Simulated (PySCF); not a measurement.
First hyperpolarisability: `CN1BC=CC=C1`, C5H8BN

Geometry:
```
atom   x (Å)   y (Å)   z (Å)
  C1  -2.183  -0.329   0.031
  N2  -0.732  -0.259   0.000
  B3   0.090  -1.418   0.233
  C4   1.586  -1.201   0.171
  C5   2.061   0.061  -0.099
  C6   1.175   1.148  -0.316
  C7  -0.179   0.957  -0.261
  H8  -2.489  -1.357   0.254
  H9  -2.594   0.336   0.806
 H10  -2.614  -0.038  -0.940
 H11  -0.473  -2.464   0.458
 H12   2.310  -2.006   0.331
 H13   3.137   0.260  -0.152
 H14   1.558   2.148  -0.529
 H15  -0.875   1.785  -0.426
```

Method: PySCF 2.14.0, quadratic response CAM-B3LYP/aug-cc-pVDZ first hyperpolarisability, Taylor convention, gas phase. Geometry: PBE0-D3(BJ)/def2-SVP.

(1) What is the first hyperpolarisability, and how does it disperse?

(2) Which lowest excitations, dipole and polarisabilities go with it?

Answers

(1) In au, Taylor convention; the vector part is βᵢ = ⅓ Σⱼ (βᵢⱼⱼ + βⱼᵢⱼ + βⱼⱼᵢ); β∥ is 3/5 of the vector part along the dipole, the dipole points from − to +:
| process | λ (nm) | β vector norm | β∥ | β HRS | depolarisation ratio |
| --- | --- | --- | --- | --- | --- |
| static β(0;0,0) | ∞ | 87.9 | 49.3 | 37.1 | 4.71 |
| second harmonic β(−2ω;ω,ω) | 1907 | 96.5 | 54.1 | 40.8 | 4.45 |
| Pockels β(−ω;ω,0) | 1907 | 90.7 | 50.8 | – | – |
| second harmonic β(−2ω;ω,ω) | 1064 | 121.0 | 67.7 | 51.6 | 3.82 |
| Pockels β(−ω;ω,0) | 1064 | 97.2 | 54.5 | – | – |

(2) S1 4.91 eV (f = 0.176); S2 5.61 eV (f = 0.003); S3 5.91 eV (f = 0.064); dipole 2.13 D; isotropic α 83.6 au static, 84.0 au at 1907 nm, 84.8 au at 1064 nm, 85.1 au at 953.5 nm, 88.8 au at 532 nm.
